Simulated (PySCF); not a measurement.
PySCF input (PBE/cc-pV(5+d)Z):

```python
import numpy as np, basis_set_exchange as bse
from pyscf import gto, scf, dft, df, tdscf

basis = {'C': gto.basis.parse(bse.get_basis('cc-pV(5+d)Z', elements=['C'], fmt='nwchem')), 'Cl': gto.basis.parse(bse.get_basis('cc-pV(5+d)Z', elements=['Cl'], fmt='nwchem')), 'F': gto.basis.parse(bse.get_basis('cc-pV(5+d)Z', elements=['F'], fmt='nwchem'))}
mol = gto.M(
    atom='''
    F    -1.46765236   -0.29091169    0.03213502
    C    -0.59791644    0.67053518   -0.01923397
    Cl    0.98802176   -0.08264740   -0.01022420
    ''',
    basis=basis,
    charge=0,
    verbose=4,
    max_memory=8640,
)
mf = dft.RKS(mol, xc='pbe')
mf.grids.level = 3
mf = mf.density_fit(auxbasis=df.autoaux(mol))
mf.conv_tol = 1e-9
mf.max_cycle = 100
print('smallest overlap eigenvalue', np.linalg.eigvalsh(mol.intor('int1e_ovlp'))[0])
mf.kernel()
dip = mf.dip_moment()
td = tdscf.TDA(mf)
td.nstates = 4
td.kernel()
td.analyze()
osc = td.oscillator_strength()
```

Output:

```
PySCF version 2.14.0

[INPUT] verbose = 4
[INPUT] num. atoms = 3
[INPUT] num. electrons = 32
[INPUT] charge = 0
[INPUT] spin (= nelec alpha-beta = 2S) = 0
[INPUT] symmetry False subgroup None
[INPUT] Mole.unit = angstrom
[INPUT] Symbol           X                Y                Z      unit          X                Y                Z       unit  Magmom
[INPUT]  1 F     -1.467652360000  -0.290911690000   0.032135020000 AA   -2.773461006472  -0.549743420534   0.060726386807 Bohr   0.0
[INPUT]  2 C     -0.597916440000   0.670535180000  -0.019233970000 AA   -1.129898316975   1.267127847086  -0.036346935588 Bohr   0.0
[INPUT]  3 Cl     0.988021760000  -0.082647400000  -0.010224200000 AA    1.867090531511  -0.156180950907  -0.019320937843 Bohr   0.0

nuclear repulsion = 85.6142223309716
number of shells = 18
number of NR pGTOs = 347
number of NR cGTOs = 282
basis = {'C': [[0, [96770.0, 2.5e-05, 0.0, 0.0, 0.0, -5e-06, 0.0], [14500.0, 0.00019, 0.0, 0.0, 0.0, -4.1e-05, 0.0], [3300.0, 0.001, 0.0, 0.0, 0.0, -0.000213, 0.0], [935.8, 0.004183, 0.0, 0.0, 0.0, -0.000897, 0.0], [306.2, 0.014859, 0.0, 0.0, 0.0, -0.003187, 0.0], [111.3, 0.045301, 0.0, 0.0, 0.0, -0.009961, 0.0], [43.9, 0.116504, 0.0, 0.0, 0.0, -0.026375, 0.0], [18.4, 0.240249, 0.0, 0.0, 0.0, -0.060001, 0.0], [8.054, 0.358799, 0.0, 0.0, 0.0, -0.106825, 0.0], [3.637, 0.293941, 0.0, 0.0, 0.0, -0.144166, 0.0], [1.656, 0.077665, 1.0, 0.0, 0.0, -0.0246442, 0.0], [0.6333, 0.002333, 0.0, 1.0, 0.0, 0.349009, 0.0], [0.2545, 0.000505, 0.0, 0.0, 1.0, 0.558737, 0.0], [0.1019, 3e-05, 0.0, 0.0, 0.0, 0.228102, 1.0]], [1, [101.8, 0.0, 0.0, 0.000891, 0.0, 0.0], [24.04, 0.0, 0.0, 0.006976, 0.0, 0.0], [7.571, 0.0, 0.0, 0.031669, 0.0, 0.0], [2.732, 0.0, 0.0, 0.104006, 0.0, 0.0], [1.085, 1.0, 0.0, 0.241633, 0.0, 0.0], [0.4496, 0.0, 1.0, 0.371946, 0.0, 0.0], [0.1876, 0.0, 0.0, 0.3542, 1.0, 0.0], [0.07606, 0.0, 0.0, 0.131568, 0.0, 1.0]], [2, [3.134, 1.0, 0.0, 0.0, 0.0], [1.233, 0.0, 1.0, 0.0, 0.0], [0.485, 0.0, 0.0, 1.0, 0.0], [0.191, 0.0, 0.0, 0.0, 1.0]], [3, [2.006, 1.0, 0.0, 0.0], [0.838, 0.0, 1.0, 0.0], [0.35, 0.0, 0.0, 1.0]], [4, [1.753, 1.0, 0.0], [0.678, 0.0, 1.0]], [5, [1.259, 1.0]]], 'Cl': [[0, [6410000.0, 1.8135e-06, -5.08303e-07, 0.0, 0.0, 0.0, 1.53808e-07, 0.0], [959600.0, 1.41118e-05, -3.95633e-06, 0.0, 0.0, 0.0, 1.19654e-06, 0.0], [218300.0, 7.42406e-05, -2.08095e-05, 0.0, 0.0, 0.0, 6.29828e-06, 0.0], [61810.0, 0.000314131, -8.81175e-05, 0.0, 0.0, 0.0, 2.6645e-05, 0.0], [20140.0, 0.00114642, -0.000321742, 0.0, 0.0, 0.0, 9.74162e-05, 0.0], [7264.0, 0.00373888, -0.00105277, 0.0, 0.0, 0.0, 0.00031836, 0.0], [2832.0, 0.0110946, -0.00314183, 0.0, 0.0, 0.0, 0.000952377, 0.0], [1175.0, 0.0301152, -0.00866363, 0.0, 0.0, 0.0, 0.0026243, 0.0], [512.6, 0.0739145, -0.0219353, 0.0, 0.0, 0.0, 0.0066816, 0.0], [233.0, 0.158258, -0.0502584, 0.0, 0.0, 0.0, 0.0153595, 0.0], [109.5, 0.274753, -0.0995414, 0.0, 0.0, 0.0, 0.0309432, 0.0], [52.86, 0.334066, -0.157647, 0.0, 0.0, 0.0, 0.0500638, 0.0], [25.84, 0.217589, -0.146024, 0.0, 0.0, 0.0, 0.0489782, 0.0], [12.17, 0.0457278, 0.069223, 0.0, 0.0, 0.0, -0.0260807, 0.0], [6.03, -0.000134739, 0.430412, 0.0, 0.0, 0.0, -0.178426, 0.0], [3.012, 0.00163933, 0.490802, 0.0, 0.0, 0.0, -0.332324, 0.0], [1.511, -0.000522212, 0.15839, 1.0, 0.0, 0.0, -0.132008, 0.0], [0.6604, 0.000180648, 0.00839885, 0.0, 1.0, 0.0, 0.440556, 0.0], [0.2926, -9.99312e-05, 0.000768484, 0.0, 0.0, 1.0, 0.611891, 0.0], [0.1254, 1.92175e-05, 0.000227146, 0.0, 0.0, 0.0, 0.193172, 1.0]], [1, [2548.0, 0.000235702, 0.0, 0.0, -6.3541e-05, 0.0, 0.0], [603.7, 0.00205158, 0.0, 0.0, -0.000553259, 0.0, 0.0], [195.6, 0.0111543, 0.0, 0.0, -0.00302795, 0.0, 0.0], [74.15, 0.0439816, 0.0, 0.0, -0.012065, 0.0, 0.0], [30.94, 0.129994, 0.0, 0.0, -0.0366348, 0.0, 0.0], [13.69, 0.272959, 0.0, 0.0, -0.0790764, 0.0, 0.0], [6.229, 0.38369, 0.0, 0.0, -0.117422, 0.0, 0.0], [2.878, 0.29187, 0.0, 0.0, -0.0860943, 0.0, 0.0], [1.282, 0.0704464, 1.0, 0.0, 0.140308, 0.0, 0.0], [0.5641, 0.00128761, 0.0, 1.0, 0.422336, 0.0, 0.0], [0.2348, 0.00182623, 0.0, 0.0, 0.446363, 1.0, 0.0], [0.09312, 1.99013e-05, 0.0, 0.0, 0.166634, 0.0, 1.0]], [2, [8.399, 1.0, 0.0, 0.0, 0.0, 0.0], [2.03, 0.0, 1.0, 0.0, 0.0, 0.0], [1.097, 0.0, 0.0, 1.0, 0.0, 0.0], [0.549, 0.0, 0.0, 0.0, 1.0, 0.0], [0.221, 0.0, 0.0, 0.0, 0.0, 1.0]], [3, [1.345, 1.0, 0.0, 0.0], [0.656, 0.0, 1.0, 0.0], [0.32, 0.0, 0.0, 1.0]], [4, [1.302, 1.0, 0.0], [0.556, 0.0, 1.0]], [5, [1.053, 1.0]]], 'F': [[0, [211400.0, 2.6e-05, 0.0, 0.0, -6e-06, 0.0, 0.0], [31660.0, 0.000201, 0.0, 0.0, -4.7e-05, 0.0, 0.0], [7202.0, 0.001056, 0.0, 0.0, -0.000244, 0.0, 0.0], [2040.0, 0.004432, 0.0, 0.0, -0.001031, 0.0, 0.0], [666.4, 0.015766, 0.0, 0.0, -0.003683, 0.0, 0.0], [242.0, 0.048112, 0.0, 0.0, -0.011513, 0.0, 0.0], [95.53, 0.123232, 0.0, 0.0, -0.030663, 0.0, 0.0], [40.23, 0.251519, 0.0, 0.0, -0.069572, 0.0, 0.0], [17.72, 0.364525, 0.0, 0.0, -0.123992, 0.0, 0.0], [8.005, 0.279766, 0.0, 0.0, -0.150214, 0.0, 0.0], [3.538, 0.063545, 1.0, 0.0, 0.01646, 0.0, 0.0], [1.458, 0.001111, 0.0, 1.0, 0.39255, 0.0, 0.0], [0.5887, 0.001258, 0.0, 0.0, 0.532164, 1.0, 0.0], [0.2324, -3.5e-05, 0.0, 0.0, 0.196524, 0.0, 1.0]], [1, [241.9, 0.0, 0.0, 0.001002, 0.0, 0.0], [57.17, 0.0, 0.0, 0.008054, 0.0, 0.0], [18.13, 0.0, 0.0, 0.038048, 0.0, 0.0], [6.624, 0.0, 0.0, 0.123779, 0.0, 0.0], [2.622, 1.0, 0.0, 0.26606, 0.0, 0.0], [1.057, 0.0, 1.0, 0.371796, 0.0, 0.0], [0.4176, 0.0, 0.0, 0.33289, 1.0, 0.0], [0.1574, 0.0, 0.0, 0.128491, 0.0, 1.0]], [2, [7.76, 1.0, 0.0, 0.0, 0.0], [3.032, 0.0, 1.0, 0.0, 0.0], [1.185, 0.0, 0.0, 1.0, 0.0], [0.463, 0.0, 0.0, 0.0, 1.0]], [3, [5.398, 1.0, 0.0, 0.0], [2.078, 0.0, 1.0, 0.0], [0.8, 0.0, 0.0, 1.0]], [4, [4.338, 1.0, 0.0], [1.513, 0.0, 1.0]], [5, [2.995, 1.0]]]}
ecp = {}
ETB for C: l = 0, exps = 0.15212 * 1.8^n , n = 0..14
ETB for C: l = 1, exps = 0.15212 * 1.8^n , n = 0..11
ETB for C: l = 2, exps = 0.15212 * 1.8^n , n = 0..10
ETB for C: l = 3, exps = 0.26706 * 2.2^n , n = 0..5
ETB for C: l = 4, exps = 0.382 * 2.2^n , n = 0..5
ETB for C: l = 5, exps = 0.5409999999999999 * 2.3^n , n = 0..4
ETB for C: l = 6, exps = 0.7 * 3^n , n = 0..2
ETB for Cl: l = 0, exps = 0.18624 * 1.8^n , n = 0..17
ETB for Cl: l = 1, exps = 0.18624 * 1.8^n , n = 0..14
ETB for Cl: l = 2, exps = 0.18624 * 1.8^n , n = 0..13
ETB for Cl: l = 3, exps = 0.31412 * 2.2^n , n = 0..7
ETB for Cl: l = 4, exps = 0.41312 * 2.2^n , n = 0..7
ETB for Cl: l = 5, exps = 0.541 * 2.3^n , n = 0..6
ETB for Cl: l = 6, exps = 0.64 * 3^n , n = 0..3
ETB for F: l = 0, exps = 0.3148 * 1.8^n , n = 0..14
ETB for F: l = 1, exps = 0.3148 * 1.8^n , n = 0..11
ETB for F: l = 2, exps = 0.3148 * 1.8^n , n = 0..11
ETB for F: l = 3, exps = 0.6204000000000001 * 2.2^n , n = 0..5
ETB for F: l = 4, exps = 0.926 * 2.2^n , n = 0..5
ETB for F: l = 5, exps = 1.2630000000000001 * 2.3^n , n = 0..4
ETB for F: l = 6, exps = 1.6 * 3^n , n = 0..2
smallest overlap eigenvalue 6.167393473685325e-06

******** <class 'pyscf.df.df_jk.DFRKS'> ********
method = DFRKS
initial guess = minao
damping factor = 0
level_shift factor = 0
DIIS = <class 'pyscf.scf.diis.CDIIS'>
diis_start_cycle = 1
diis_space = 8
diis_damp = 0
SCF conv_tol = 1e-09
SCF conv_tol_grad = None
SCF max_cycles = 100
direct_scf = False
XC library pyscf.dft.libxc version 7.1.2
    S. Lehtola, C. Steigemann, M. J. T. Oliveira, and M. A. L. Marques,  SoftwareX 7, 1–5 (2018)
XC functionals = pbe
    J. P. Perdew, K. Burke, and M. Ernzerhof,  Phys. Rev. Lett. 77, 3865 (1996)
    J. P. Perdew, K. Burke, and M. Ernzerhof,  Phys. Rev. Lett. 78, 1396 (1997)
    J. P. Perdew, K. Burke, and M. Ernzerhof,  Phys. Rev. Lett. 77, 3865 (1996)
    J. P. Perdew, K. Burke, and M. Ernzerhof,  Phys. Rev. Lett. 78, 1396 (1997)
radial grids:
    Treutler-Ahlrichs [JCP 102, 346 (1995); DOI:10.1063/1.469408] (M4) radial grids

becke partition: Becke, JCP 88, 2547 (1988); DOI:10.1063/1.454033
pruning grids: <function nwchem_prune>
grids dens level: 3
symmetrized grids: False
atomic radii adjust function: <function treutler_atomic_radii_adjust>
small_rho_cutoff = 0
Set gradient conv threshold to 3.16228e-05
Initial guess from minao.
tot grids = 47264
init E= -598.083107427487
  HOMO = -0.253266310413039  LUMO = -0.126130551330874  gap/eV = 3.45954
cycle= 1 E= -597.778018110529  delta_E= 0.305  |g|= 0.47  |ddm|=  3.7
  HOMO = -0.265680669993243  LUMO = -0.188373694441745  gap/eV = 2.10363
cycle= 2 E= -597.559133389317  delta_E= 0.219  |g|= 1.15  |ddm|= 1.87
  HOMO = -0.23452118571926  LUMO = -0.143449674188915  gap/eV = 2.47818
cycle= 3 E= -597.814634982503  delta_E= -0.256  |g|= 0.118  |ddm|= 1.37
  HOMO = -0.25030311936499  LUMO = -0.156064571506406  gap/eV = 2.56436
cycle= 4 E= -597.816186721903  delta_E= -0.00155  |g|= 0.0953  |ddm|= 0.413
  HOMO = -0.248234300360182  LUMO = -0.152247026651452  gap/eV = 2.61195
cycle= 5 E= -597.818360222213  delta_E= -0.00217  |g|= 0.022  |ddm|= 0.118
  HOMO = -0.247483225899207  LUMO = -0.15198820816191  gap/eV = 2.59855
cycle= 6 E= -597.818444712627  delta_E= -8.45e-05  |g|= 0.00451  |ddm|= 0.0325
  HOMO = -0.247318246624458  LUMO = -0.151906787046002  gap/eV = 2.59628
cycle= 7 E= -597.818448721931  delta_E= -4.01e-06  |g|= 0.000577  |ddm|= 0.00753
  HOMO = -0.247304972939231  LUMO = -0.151885789330777  gap/eV = 2.59649
cycle= 8 E= -597.818448786518  delta_E= -6.46e-08  |g|= 0.000119  |ddm|= 0.00171
  HOMO = -0.247316901602608  LUMO = -0.151896615375506  gap/eV = 2.59652
cycle= 9 E= -597.818448790058  delta_E= -3.54e-09  |g|= 3.74e-05  |ddm|= 0.000195
  HOMO = -0.247313774106455  LUMO = -0.151892666285335  gap/eV = 2.59654
cycle= 10 E= -597.818448790323  delta_E= -2.65e-10  |g|= 5.6e-06  |ddm|= 0.000102
  HOMO = -0.247313763539021  LUMO = -0.151892947600018  gap/eV = 2.59653
Extra cycle  E= -597.818448790301  delta_E= 2.24e-11  |g|= 1.03e-05  |ddm|= 1.71e-05
converged SCF energy = -597.818448790301
Dipole moment(X, Y, Z, Debye):  0.12601, -0.83083,  0.03230

******** <class 'pyscf.tdscf.rks.TDA'> for <class 'pyscf.df.df_jk.DFRKS'> ********
nstates = 4 singlet
deg_eia_thresh = 1.000e-03
wfnsym = None
conv_tol = 1e-05
eigh lindep = 1e-12
eigh level_shift = 0
eigh max_cycle = 100
chkfile = tmpmou310bo

Excitation energies (eV)
[3.53752548 4.64620854 5.9170249  7.43856941]

** Singlet excitation energies and oscillator strengths **
Excited State   1:      3.53753 eV    350.48 nm  f=0.0116
      16 -> 17       -0.69404
Excited State   2:      4.64621 eV    266.85 nm  f=0.0008
      15 -> 17        0.70169
Excited State   3:      5.91702 eV    209.54 nm  f=0.0043
      14 -> 17        0.57604
      16 -> 18       -0.39599
Excited State   4:      7.43857 eV    166.68 nm  f=0.3111
      14 -> 17        0.31612
      15 -> 18       -0.18216
      15 -> 19       -0.10919
      16 -> 18        0.52836
      16 -> 19        0.16065
      16 -> 22       -0.12754

** Transition electric dipole moments (AU) **
state          X           Y           Z        Dip. S.      Osc.
  1        -0.0050     -0.0149     -0.3649      0.1334      0.0116
  2         0.0012      0.0035      0.0859      0.0074      0.0008
  3        -0.1632     -0.0525      0.0044      0.0294      0.0043
  4        -1.1325      0.6513     -0.0111      1.7069      0.3111

** Transition velocity dipole moments (imaginary part, AU) **
state          X           Y           Z        Dip. S.      Osc.
  1         0.0011      0.0033      0.0799      0.0064      0.0328
  2        -0.0001     -0.0004     -0.0093      0.0001      0.0003
  3         0.0417     -0.0461      0.0013      0.0039      0.0118
  4        -0.0651      0.1285     -0.0044      0.0208      0.0507

** Transition magnetic dipole moments (imaginary part, AU) **
state          X           Y           Z
  1         1.1523      0.5006     -0.0364
  2        -0.0953     -0.5435      0.0236
  3         0.0013      0.0038      0.0930
  4         0.0006      0.0017      0.0410
```
